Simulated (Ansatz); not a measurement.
Molecule: CSi (charge 0, triplet). SMILES: [C]=[Si]
Geometry from a B3LYP-D3(BJ)/def2-TZVP (Ansatz, a program for electronic structure) optimisation:
```xyz
2

Si     0.0000     0.0000    -0.5141
C      0.0000     0.0000     1.1995
```
Charge 0, spin multiplicity 3.

Wanted: vertical electron affinity (to the doublet state of charge -1; a negative value means that the extra electron is unbound and the number depends on the basis; each state is the SCF solution reached for its spin; the UHF <S^2> is 1.85 for the doublet (pure: 0.75) and 2.53 for the triplet (pure: 2.00); for the doublet T1 is 0.114; for the triplet T1 is 0.092), in eV. Cores are frozen in the correlated levels unless marked. Open shells are spin-unrestricted. No spin-orbit coupling. Non-relativistic. Anions need diffuse functions: aug- sets have them; def2-D sets add few. CBS marks a two-point X^-3 extrapolation of the correlation energy; Hartree-Fock from the larger set.

| level | program | vertical electron affinity (eV) |
|---|---|---|
| SVWN5/def2-TZVPD | Ansatz | 2.46 |
| PBE/def2-TZVPD | Ansatz | 2.26 |

### Question
Estimate the value at CCSD(T)/CBS(aug-cc-pV(T+d)Z,aug-cc-pV(Q+d)Z) as computed with Ansatz.

### Answer
2.33 eV, so PBE/def2-TZVPD differs from it by -0.07 eV.
